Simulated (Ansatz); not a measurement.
CH2BFOS (`OC1(F)BS1`). The species carries charge 0 and has multiplicity 1. The geometry is a stationary point of PBE0-D4/def2-TZVP. It is one conformer, not always the lowest.

```xyz
7

O     0.613    0.646   -1.150
C    -0.148    0.258   -0.113
F    -1.204    1.096    0.056
B    -0.187   -1.165    0.440
S     0.697   -0.149    1.545
H     0.791    1.593   -1.084
H    -0.562   -2.278    0.306
```

(1) What is the dipole moment at ωB97M-V/def2-TZVPP? (An estimate is asked.)

(2) And with PBE, r2SCAN, B3LYP? (An estimate is asked.)

(3) Give the Mulliken charges with ωB97M-V, B3LYP, r2SCAN in def2-TZVPP. (Best estimate.)

Answers

(1) Computed: 0.87 D, with components (0.60, 0.57, -0.27) D in this frame, pointing from negative to positive charge.

(2) Computed: PBE 1.04 D, r2SCAN 0.97 D, B3LYP 0.89 D.

(3) The calculation gave: 
```json
{"atom": "O1", "ωB97M-V": "-0.25", "B3LYP": "-0.26", "r2SCAN": "-0.29"}
{"atom": "C2", "ωB97M-V": "0.28", "B3LYP": "0.34", "r2SCAN": "0.37"}
{"atom": "F3", "ωB97M-V": "-0.18", "B3LYP": "-0.19", "r2SCAN": "-0.19"}
{"atom": "B4", "ωB97M-V": "-0.05", "B3LYP": "0.00", "r2SCAN": "-0.02"}
{"atom": "S5", "ωB97M-V": "-0.11", "B3LYP": "-0.15", "r2SCAN": "-0.13"}
{"atom": "H6", "ωB97M-V": "0.20", "B3LYP": "0.20", "r2SCAN": "0.22"}
{"atom": "H7", "ωB97M-V": "0.11", "B3LYP": "0.07", "r2SCAN": "0.04"}
```

B3LYP here is the variant with VWN-RPA as its local correlation; programs differ in this.
